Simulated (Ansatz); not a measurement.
Input file for CH₄BrNSn:

```yaml
crystal:
  periodic: [false, false, false]
  atoms:
    - {symbol: Br, position_ang: [-2.794971, 0.827921, -0.853311]}
    - {symbol: Sn, position_ang: [-0.330329, 1.590745, -1.127355]}
    - {symbol: C, position_ang: [0.996799, -0.509252, 1.079706]}
    - {symbol: N, position_ang: [0.099408, -0.259916, 0.230443]}
    - {symbol: H, position_ang: [-0.030227, 0.447245, -2.455648]}
    - {symbol: H, position_ang: [0.992392, -1.409711, 1.693688]}
    - {symbol: H, position_ang: [1.813666, 0.197780, 1.213581]}
    - {symbol: H, position_ang: [-0.654637, -0.942010, 0.163095]}
basis:
  gaussian: {orbitals: def2-SVP}
correlation: {method: ccsd_t}
```

```sh
$ ansatz run in.yaml --threads 4 --pin off --events-out ev --progress --plain
```

Log, shortened:

```
Functional definition: HF
1141 factors; integrals over basis functions are off by at most 1.4e-3 eV
mean field evaluation 1: about -78368.6450 eV, gradient 2.3e1 eV
mean field evaluation 2: about -78368.7522 eV, gradient 2.3e1 eV
mean field evaluation 4: about -78370.3614 eV, gradient 3.3e0 eV
mean field evaluation 8: about -78370.4007 eV, gradient 7.0e-4 eV
mean field -78370.40070439 eV, -2880.0591045209 hartree, gradient 6.8e-6 eV, S^2 0.000000; 0 other end points of the search recorded, 0 dependent functions left out
15 core orbitals not correlated: weight in the atoms' cores, before any rotation towards them, 1.000 or more for the frozen orbitals, at most 0.000 for the correlated occupied ones
reference -78370.40070439 eV, -2880.0591045209 hartree; 22, 22 occupied and 69, 69 virtual orbitals, 1141 factors
second order -17.12379866 eV of doubles, -0.00000000 eV of singles
cycle   1  -17.52628863 eV  change   -4.0e-1 eV  update   9.9e-2
cycle   2  -18.03979889 eV  change   -5.1e-1 eV  update   3.3e-2
cycle   3  -18.12743170 eV  change   -8.8e-2 eV  update   1.6e-2
cycle   4  -18.11787307 eV  change    9.6e-3 eV  update   4.6e-3
cycle   5  -18.12023543 eV  change   -2.4e-3 eV  update   2.1e-3
cycle   6  -18.12100400 eV  change   -7.7e-4 eV  update   6.9e-4
cycle   7  -18.12063293 eV  change    3.7e-4 eV  update   3.5e-4
cycle   8  -18.12057630 eV  change    5.7e-5 eV  update   1.5e-4
cycle   9  -18.12060974 eV  change   -3.3e-5 eV  update   6.6e-5
cycle  10  -18.12058283 eV  change    2.7e-5 eV  update   3.0e-5
perturbative correction -0.53399198 eV, -0.0196238432 hartree
Total energy: -78389.05527920 eV, -2880.7446475005 hartree
```

It took 13 s on 4 threads of a server CPU on a shared host, with 0.54 GiB of host memory at the peak.

MP2 recovers 91.8 % of the CCSD(T) correlation energy and the triples give 2.9 %; T1 = 0.0106.
